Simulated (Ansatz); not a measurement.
Cartesian coordinates in Å:
```
C 0.129 -1.110 1.504
C 0.711 -0.722 0.152
N -0.041 0.292 -0.554
C -1.302 -0.157 -1.091
In 0.553 2.196 -0.654
Cl 2.618 2.432 0.420
H -0.888 -1.499 1.413
H 0.104 -0.245 2.171
H 0.738 -1.885 1.974
H 0.781 -1.619 -0.484
H 1.735 -0.365 0.298
H -1.785 0.635 -1.669
H -2.013 -0.469 -0.314
H -1.160 -1.014 -1.766
H -0.181 3.528 -1.400
```

Charge 0, multiplicity 1. In: def2 effective core potential.

Question: List the r2SCAN/def2-TZVPP orbital energies in eV (the Gaussian-basis code of Ansatz). (Best estimate.)

Answer: The calculation gave: Occupied: -2752.49, -385.34, -273.79, -273.73, -272.72, -253.85, -192.38, -192.27, -192.25, -125.84, -82.53, -82.33, -82.22, -23.61, -20.79, -19.87, -19.83, -19.70, -19.61, -19.28, -19.06, -17.26, -14.96, -12.51, -11.84, -11.04, -10.74, -10.01, -9.94, -9.22, -8.77, -8.28, -7.82, -7.62, -7.29, -5.35. Lowest empty: -1.64, -1.43, 0.17, 1.31, 1.95, 2.00, 2.10, 2.60.
